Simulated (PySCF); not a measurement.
Structure problem from calculated spectra and properties.

Elements present: C, H, N, O and Si. Monoisotopic mass: 142.0199 u.

| Quantity | Value |
| --- | --- |
| UV, first state | lowest singlet excitation: 7.20 eV (172 nm, f = 0.009) [TDDFT PBE0/def2-SVPD] |
| XPS | Si2p3/2 108.0, C1s 290.6 (×2), C1s 294.9 (×2), N1s 405.4 (×2), O1s 539.3 (×2), Si1s 1848.1 eV [ΔSCF SCAN, pcX-2 on the ionised atom, pcseg-1 elsewhere, spin-free X2C, 2p3/2 from a spin–orbit splitting computed afterwards within the 2p shell] |
| Triplet | lowest triplet excitation (Tamm–Dancoff): 6.60 eV [TDA PBE0/def2-SVPD] |
| NMR, other nuclei | isotropic shieldings of nuclei other than C and H, by class: 214 (2 N), 194 (2 O), 383 (1 Si) ppm [GIAO PBE0/pcSseg-1] |
| 1H NMR | chemical shifts (computed TMS as zero) by class: 0.35 (6 H) ppm [GIAO PBE0/pcSseg-1] |
| Rotational structure | rotational constants A, B, C: 1.578, 0.838, 0.664 GHz [PBE0-D3(BJ)/def2-SVP] |
| Dipole | 3.60 D [PBE0/def2-SVPD] |
| 13C NMR | chemical shifts (computed TMS as zero) by class: 125.4 (2 C), 2.5 (2 C) ppm [GIAO PBE0/pcSseg-1] |

The electronic properties come from PySCF, for the isolated species, density fitting. Levels stand in brackets. Isolated species at its PBE0-D3(BJ)/def2-SVP geometry, gas phase. NMR classes are plain means over equivalent atoms (diastereotopic ones count apart unless rotation or inversion swaps them), as if these changed places fast.

Question: Which formula fits the mass and the elements?

Answer: C4H6N2O2Si (calculated 142.0199). No other formula that holds each of these elements comes within 0.0003 u with a fitting electron parity and a possible valence count.

Question: What is the compound? Reason from the data.

Answer: 4 carbons fall into 2 classes; from least to most shielded: carbon bonded to N and O (125.4 ppm, 2 C), carbon bonded to Si and 3 H (2.5 ppm, 2 C). All hydrogens form one class (0.35 ppm): hydrogen on carbon. The other shieldings belong to: 214 ppm, nitrogen bonded to C and Si; 194 ppm, oxygen bonded to C; 383 ppm, silicon bonded to 2 C and 2 N. The core levels belong to: Si2p3/2 108.0 eV, silicon bonded to 2 C and 2 N; C1s 290.6 eV, carbon bonded to Si and 3 H; C1s 294.9 eV, carbon bonded to N and O; N1s 405.4 eV, nitrogen bonded to C and Si; O1s 539.3 eV, oxygen bonded to C; Si1s 1848.1 eV, silicon bonded to 2 C and 2 N. By its constants the optimised geometry is an asymmetric top. Structure: Si(NCO)2Me2, `C[Si](C)(N=C=O)N=C=O`. The assignments are read from this structure; whether some other isomer fits the data as well wasn't checked.
